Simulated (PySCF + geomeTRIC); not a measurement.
Species: C₄H₅F, SMILES `C=C/C=C\F` (C–C–C–C torsion 180°) (charge 0, multiplicity 1).

Problem. Give a relaxed geometry from PySCF + geomeTRIC with TPSSh-D3(BJ)/def2-TZVP.

Solution. This is not unique; one that fits is the end point of this relaxation, one of several conformers (outside a Z-matrix the atoms follow the SMILES, hydrogens last).
Bonds (Å): C1–C2 1.337, C1–H6 1.083, C1–H7 1.085, C2–C3 1.448, C2–H8 1.085, C3–C4 1.332, C3–H9 1.085, C4–F5 1.350, C4–H10 1.082. Bond angles (°): C2–C1–H6 121.4, C2–C1–H7 121.6, H6–C1–H7 117.0, C1–C2–C3 123.7, C1–C2–H8 119.7, C3–C2–H8 116.6, C2–C3–C4 125.3, C2–C3–H9 118.6, C4–C3–H9 116.2, C3–C4–F5 122.1, C3–C4–H10 126.0, F5–C4–H10 112.0.
